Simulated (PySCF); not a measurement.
Does the answer move with the share of exact exchange?

Compound: C₅H₄FN.
Bonds: F1–C2, C2–C3 (aromatic), C3–C4 (aromatic), C4–N5 (aromatic), N5–C6 (aromatic), C6–C7 (aromatic), C2–C7 (aromatic). Hydrogens: H8 on C3; H9 on C4; H10 on C6; H11 on C7.

PySCF, pcSseg-1 basis, density fitting, gas phase, PBE0-D3(BJ)/def2-SVP geometry. One functional is left out:

| functional | exact exchange (%) | HOMO energy (eV) | LUMO energy (eV) | dipole moment (D) |
| --- | --- | --- | --- | --- |
| B97-D | 0 | -6.14 | -1.66 | 0.932 |
| BLYP | 0 | -5.97 | -1.60 | 0.950 |
| OPBE | 0 | -6.10 | -1.66 | 0.983 |
| PBE | 0 | -6.10 | -1.76 | 0.981 |
| B3LYP | 20 | -7.46 | -1.03 | 0.855 |
| mPW1PW91 | 25 | -7.80 | -0.87 | 0.853 |

**Question.** Predict the row of PBE0 (25 % exact exchange) by straight lines through the other rows, and check it.

**Answer.** 
| property | line | computed | computed − line | mPW1PW91 (25 %), for comparison |
| --- | --- | --- | --- | --- |
| HOMO energy (eV) | -7.80 | -7.75 | +0.05 | -7.80 |
| LUMO energy (eV) | -0.87 | -0.85 | +0.02 | -0.87 |
| dipole moment (D) | 0.843 | 0.865 | +0.022 | 0.853 |

**Question.** Which of these properties follows the share of exact exchange most closely, and which least?

**Answer.** Most closely the HOMO energy, least the dipole moment; the correlations over the tabulated rows are HOMO energy -0.997, LUMO energy 0.991, dipole moment -0.938. The HOMO energy moves by -0.690 eV for every 10 %. Functionals with the same share still differ in their other parts: at 0 % B97-D and BLYP differ by 0.17 eV in it.
